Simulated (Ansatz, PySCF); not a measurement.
Reaction (SMILES): CCCCCCO + 5 C (CH4) -> 5 CC (C2H6) [ethane] + CO (CH4O)
Each molecule is optimised on its own at B3LYP-D3(BJ)/def2-TZVP (Ansatz, a quantum-chemistry and plane-wave program), one conformer each, not searched for the lowest.

Property: bond separation energy (enthalpy at 298 K, with B3LYP-D3(BJ) rigid-rotor harmonic-oscillator terms from PySCF), in kcal/mol. Valence correlation only, unless marked. Spin-orbit coupling is left out. Non-relativistic. CBS(X,Y): correlation extrapolated as X^-3; Hartree-Fock from the larger set. [CCSD(T)-MP2]/basis is that difference in the basis named.

From measured enthalpies of formation at 298 K: 16.5 kcal/mol (CCCCCCO -75.5, CRC Handbook; C (CH4) -17.8, ATcT 1.112; CC (C2H6) -20.0, ATcT 1.112; CO (CH4O) -48.0, ATcT 1.112). It holds spin-orbit effects, and any other conformers, which the calculations lack, and core correlation, which the frozen-core levels lack. This is an older compilation, not checked against later work.

```json
[
 {"level": "PBE0/STO-3G", "program": "Ansatz", "bond separation energy (kcal/mol)": "8.7", "error against measurement": "-7.8"},
 {"level": "PBE0-D3(BJ)/def2-TZVPD", "program": "Ansatz + dftd3", "bond separation energy (kcal/mol)": "14.0", "error against measurement": "-2.5"},
 {"level": "CAM-B3LYP-D3(BJ)/def2-TZVPD", "program": "Ansatz + dftd3", "bond separation energy (kcal/mol)": "14.2", "error against measurement": "-2.3"},
 {"level": "CAM-B3LYP/def2-TZVPD", "program": "Ansatz", "bond separation energy (kcal/mol)": "12.2", "error against measurement": "-4.3"},
 {"level": "MP2/cc-pVDZ", "program": "Ansatz", "bond separation energy (kcal/mol)": "16.2", "error against measurement": "-0.3"},
 {"level": "CCSD(T)/6-31G*", "program": "Ansatz", "bond separation energy (kcal/mol)": "15.5", "error against measurement": "-1.0"},
 {"level": "RI-MP2/CBS(cc-pVTZ,cc-pVQZ)+[CCSD(T)-MP2]/cc-pVTZ", "program": "Ansatz", "bond separation energy (kcal/mol)": "16.1", "error against measurement": "-0.4"}
]
```
